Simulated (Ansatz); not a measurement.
Basis-set extrapolation for CH8BFSi2, SMILES `FC([SiH3])B[SiH3]` (PBE0-D4/def2-TZVP geometry, frozen core, Ansatz). Multiplicity 1, RHF reference.

```tsv
	def2-TZVPP	def2-QZVPP
HF	-744.551965	-744.577222
MP2 correlation	-0.778405	-0.838430
CCSD(T) correlation	-0.873739	not run
```

Energies in hartree. Use E(X) = E(∞) + A·exp(−7.88·√X) for Hartree–Fock and E(X) = E(∞) + B·X^(−2.97) for correlation, with X = 3 and 4, and add CCSD(T) minus MP2 of the smaller set to the MP2 limit.

Q: What is the CCSD(T) energy at the basis-set limit?

A: HF limit: -744.577222 + (-0.025257) × 0.13774 = -744.58070. MP2 limit: -0.838430 + (-0.060025) × 0.74074 = -0.88289. Higher-order term: -0.873739 − (-0.778405) = -0.09533. Total: -745.55892 hartree, 3.62 eV below CCSD(T)/def2-TZVPP.
